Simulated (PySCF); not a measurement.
## From computed data to an observable: oscillator strength and radiative lifetime

Sn(I)(SH) (HISSn), SMILES [SH][Sn][I] (connectivity only; charge and spin as stated), neutral, multiplicity 1.

Coordinates come from a B3LYP-D3(BJ)/def2-SVP optimisation. The def2 effective core potentials stand for the cores of I, Sn; spin–orbit coupling is left out. The values are those of a single conformer.

TDA-CAM-B3LYP/def2-SVPD (PySCF) puts the first singlet state with f over 0.02 at 3.85 eV (vertical), with the transition dipole (-0.213, 0.620, 0.000) in atomic units.

Question: Find the oscillator strength, the wavelength and the radiative lifetime that this transition would have in vacuum if emission retraced absorption.

Answer: 
|μ|² = 0.4298 au, so |μ| = 1.67 D. ΔE = 3.85/27.211 = 0.1415 hartree. f = (2/3) ΔE |μ|² = 0.041 (the program prints 0.041).
λ = 1239.84/3.85 = 322 nm; ν = 31052 cm⁻¹.
Einstein's coefficient A = 0.6670 ν² f s⁻¹ (ν in cm⁻¹) = 2.6e7 s⁻¹, so τ = 1/A = 38 ns. This state is S3; the lower singlets have f = 0.010, 0.007. The figure is the radiative limit of this one transition; relaxation, internal conversion, crossing to triplets and a medium change what is measured.
